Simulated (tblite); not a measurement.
Compound: C8H10BN.
Atom-mapped SMILES: `[CH:1]#[C:2][c:3]1[cH:4][cH:5][n:6]([BH:7][CH2:8][CH3:9])[cH:10]1` (hydrogens: H11 on C1; H12 on C4; H13 on C5; H14 on B7; H15, H16 on C8; H17, H18, H19 on C9; H20 on C10)

Computed with GFN2-xTB (tblite), gas phase: L-BFGS steps from a force-field or distance-geometry start until the largest atomic force falls under 0.01 eV/Å.

Step 12: E = -716.6021 eV
```
atom  x, y, z in Å  |  force x, y, z in eV/Å
C1      4.3097   -0.5830    1.7823    0.115  -0.007   0.089
C2      3.3620   -0.5404    1.0481   -0.115   0.002  -0.092
C3      2.2591   -0.4961    0.1770    0.006   0.007   0.003
C4      2.2599   -0.8472   -1.2136   -0.048   0.014   0.024
C5      0.9953   -0.6582   -1.6615    0.031   0.005   0.012
N6      0.1860   -0.2031   -0.6331    0.016  -0.010  -0.003
B7     -1.1966    0.1013   -0.7418   -0.035   0.001  -0.039
C8     -2.0543    0.6170    0.4898    0.057  -0.029  -0.056
C9     -3.5287    0.8877    0.1663    0.060  -0.004   0.035
C10     0.9841   -0.1119    0.4845   -0.014   0.002   0.025
H11     5.1329   -0.6179    2.4310    0.008  -0.002  -0.005
H12     3.1099   -1.1916   -1.7725   -0.060   0.020   0.033
H13     0.5948   -0.8106   -2.6442   -0.034   0.010   0.004
H14    -1.6787   -0.0488   -1.7985   -0.031  -0.001  -0.031
H15    -2.0094   -0.1103    1.3092    0.004   0.037  -0.046
H16    -1.6158    1.5366    0.8954   -0.017  -0.052  -0.026
H17    -4.0571    1.2364    1.0511   -0.027   0.010   0.019
H18    -4.0201   -0.0160   -0.1882    0.041   0.005   0.007
H19    -3.6233    1.6481   -0.6061    0.038  -0.019   0.011
H20     0.5852    0.2186    1.4217    0.005   0.012   0.037
```

Step 13: E = -716.6033 eV
```
atom  x, y, z in Å  |  force x, y, z in eV/Å
C1      4.3098   -0.5830    1.7827    0.115  -0.007   0.087
C2      3.3624   -0.5407    1.0478   -0.127   0.008  -0.083
C3      2.2578   -0.4954    0.1783   -0.027   0.012   0.003
C4      2.2578   -0.8462   -1.2127    0.005   0.001   0.031
C5      0.9936   -0.6568   -1.6593    0.004  -0.004  -0.034
N6      0.1835   -0.2025   -0.6320    0.039  -0.012  -0.003
B7     -1.1988    0.1012   -0.7455   -0.012  -0.005  -0.021
C8     -2.0529    0.6162    0.4879    0.060  -0.027  -0.037
C9     -3.5259    0.8871    0.1680    0.033   0.002   0.014
C10     0.9814   -0.1115    0.4857    0.039  -0.009   0.013
H11     5.1341   -0.6181    2.4308   -0.008  -0.002  -0.018
H12     3.1082   -1.1913   -1.7721   -0.086   0.032   0.048
H13     0.5911   -0.8090   -2.6412   -0.025   0.006  -0.005
H14    -1.6772   -0.0508   -1.8045   -0.034   0.007  -0.006
H15    -2.0083   -0.1098    1.3077    0.018   0.013  -0.039
H16    -1.6146    1.5350    0.8943    0.000  -0.037  -0.030
H17    -4.0556    1.2363    1.0512   -0.027   0.010   0.037
H18    -4.0160   -0.0154   -0.1880    0.015  -0.028   0.005
H19    -3.6193    1.6457   -0.6045    0.024   0.022  -0.019
H20     0.5839    0.2195    1.4225   -0.007   0.018   0.057
```

Step 14: E = -716.6042 eV
```
atom  x, y, z in Å  |  force x, y, z in eV/Å
C1      4.3099   -0.5830    1.7830    0.044  -0.004   0.030
C2      3.3620   -0.5409    1.0475   -0.074   0.010  -0.030
C3      2.2557   -0.4945    0.1794    0.017  -0.001   0.007
C4      2.2561   -0.8454   -1.2113   -0.033   0.009   0.020
C5      0.9918   -0.6557   -1.6583    0.030  -0.010  -0.013
N6      0.1820   -0.2022   -0.6311    0.040  -0.010  -0.008
B7     -1.2000    0.1009   -0.7487    0.012  -0.011  -0.009
C8     -2.0507    0.6151    0.4857    0.033  -0.015  -0.016
C9     -3.5231    0.8867    0.1696   -0.004   0.006  -0.008
C10     0.9799   -0.1113    0.4869   -0.002   0.010   0.032
H11     5.1349   -0.6184    2.4301   -0.009  -0.002  -0.019
H12     3.1052   -1.1905   -1.7710   -0.056   0.023   0.034
H13     0.5872   -0.8074   -2.6389   -0.020   0.001  -0.025
H14    -1.6754   -0.0525   -1.8092   -0.037   0.012   0.009
H15    -2.0067   -0.1092    1.3059    0.031  -0.018  -0.024
H16    -1.6134    1.5330    0.8928    0.024  -0.012  -0.029
H17    -4.0545    1.2363    1.0518   -0.011   0.004   0.034
H18    -4.0124   -0.0153   -0.1877   -0.001  -0.042   0.006
H19    -3.6157    1.6440   -0.6035    0.015   0.042  -0.029
H20     0.5822    0.2207    1.4241    0.001   0.009   0.038
```

Step 15: E = -716.6047 eV
```
atom  x, y, z in Å  |  force x, y, z in eV/Å
C1      4.3098   -0.5830    1.7830   -0.020  -0.001  -0.020
C2      3.3610   -0.5407    1.0475    0.003   0.007   0.029
C3      2.2549   -0.4940    0.1801   -0.015   0.005   0.013
C4      2.2544   -0.8447   -1.2102   -0.006   0.004   0.019
C5      0.9912   -0.6552   -1.6580   -0.005  -0.005  -0.016
N6      0.1819   -0.2021   -0.6306    0.012   0.000   0.000
B7     -1.2001    0.1004   -0.7506    0.026  -0.014  -0.005
C8     -2.0489    0.6141    0.4840    0.001  -0.003  -0.002
C9     -3.5214    0.8865    0.1703   -0.023   0.007  -0.020
C10     0.9787   -0.1109    0.4883    0.008   0.005   0.013
H11     5.1353   -0.6186    2.4294   -0.006  -0.002  -0.017
H12     3.1024   -1.1896   -1.7699   -0.024   0.011   0.019
H13     0.5843   -0.8064   -2.6380   -0.006  -0.001  -0.019
H14    -1.6745   -0.0533   -1.8116   -0.036   0.014   0.014
H15    -2.0051   -0.1091    1.3044    0.037  -0.036  -0.014
H16    -1.6122    1.5315    0.8915    0.039   0.004  -0.027
H17    -4.0540    1.2363    1.0527    0.008  -0.004   0.015
H18    -4.0103   -0.0158   -0.1874   -0.004  -0.033   0.010
H19    -3.6134    1.6437   -0.6035    0.008   0.037  -0.020
H20     0.5810    0.2215    1.4255    0.003   0.005   0.028
```

Question: Estimate the geometry and energy of step 16. (The exact step hangs on the optimiser's Hessian estimate; all steps are aligned on step 15, rigid shifts and turns removed.)

Answer: E = -716.6051 eV, largest force 0.070 eV/Å
```
atom  x, y, z in Å  |  force x, y, z in eV/Å
C1      4.3097   -0.5830    1.7828   -0.053   0.001  -0.046
C2      3.3601   -0.5405    1.0478    0.038   0.006   0.053
C3      2.2540   -0.4935    0.1809   -0.006   0.003   0.018
C4      2.2533   -0.8443   -1.2091   -0.009   0.003   0.007
C5      0.9907   -0.6550   -1.6581   -0.011   0.000   0.002
N6      0.1821   -0.2021   -0.6304   -0.009   0.006   0.004
B7     -1.1998    0.0998   -0.7520    0.019  -0.010   0.001
C8     -2.0477    0.6135    0.4829   -0.019   0.004   0.002
C9     -3.5208    0.8865    0.1704   -0.022   0.004  -0.020
C10     0.9783   -0.1105    0.4894   -0.018   0.011   0.009
H11     5.1353   -0.6187    2.4285    0.001  -0.003  -0.010
H12     3.1001   -1.1887   -1.7687    0.010  -0.001   0.003
H13     0.5824   -0.8058   -2.6378    0.004  -0.001  -0.013
H14    -1.6747   -0.0535   -1.8129   -0.030   0.013   0.017
H15    -2.0034   -0.1098    1.3031    0.036  -0.038  -0.012
H16    -1.6107    1.5306    0.8901    0.041   0.008  -0.025
H17    -4.0536    1.2363    1.0536    0.021  -0.010  -0.005
H18    -4.0090   -0.0169   -0.1870   -0.003  -0.013   0.012
H19    -3.6118    1.6443   -0.6038    0.002   0.020  -0.004
H20     0.5803    0.2222    1.4271    0.008  -0.001   0.008
```

The energy changes by -0.0004 eV. The first-order estimate −F·Δx gives -0.0005 eV and the mean of the old and new forces, exact on a quadratic surface, -0.0004 eV. The step makes an angle of 55° with the force vector and moves no atom by more than 0.003 Å.

What follows is the cost of the whole relaxation. On one thread of an Intel Xeon at 2.50 GHz, no GPU, shared host, this took 0.81 s of wall time.
